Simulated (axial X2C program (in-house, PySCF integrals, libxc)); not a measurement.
**Worked dissociation energy of SeI⁻: HF, scalar-relativistic**

Computed with an in-house relativistic program for diatomic molecules. Spin-free means the one-electron spin-free X2C Hamiltonian. Basis: I dyall-acv3z [12s13p9d5f1g], Se dyall-acv3z [9s10p7d5f1g] (cores contracted in-house); Gaussian nuclei, density fitting, unrestricted open shells. Masses: I 126.904 u, Se 79.917 u.

Molecular state: M_S = 0, Λ = 0 (closed shell).

```
E(I-) (2M_S = 0, M_L = 0) : -7112.842633 hartree
E(Se) (2M_S = 2, M_L = 0) : -2428.148222 hartree
E(SeI⁻) at Re             : -9540.995625 hartree
ωe                        : 223.4 cm⁻¹
ωexe                      : 0.718 cm⁻¹
```

Work out De and D0.

De = -7112.842633 + (-2428.148222) − (-9540.995625) = 0.00477 hartree = 0.130 eV. The zero-point energy is ωe/2 − ωexe/4 = 112 cm⁻¹ = 0.014 eV, so D0 = 0.116 eV.

Occupations by symmetry block were frozen at the best pattern of an incomplete PBE0 search. The closed shell is kept restricted, so the energy runs too high when the bond is stretched far. De is counted from the lowest determinant-based energies of the atoms at the same level, without counterpoise correction. Spin-free De lacks the spin–orbit lowering of the heavy p-block atom, a tenth of an eV or more for 4p and 5p, up to an eV for 6p and one to two eV for 7p atoms, less what an open-shell molecule gains itself. Hartree–Fock gets electron affinities wrong, so its lowest charge split need not be the true one.

Hartree–Fock lacks correlation and underbinds, often by eV.

Each atomic determinant is the lowest at this level and need not be a pure term. Totals compare only within one Hamiltonian and basis.
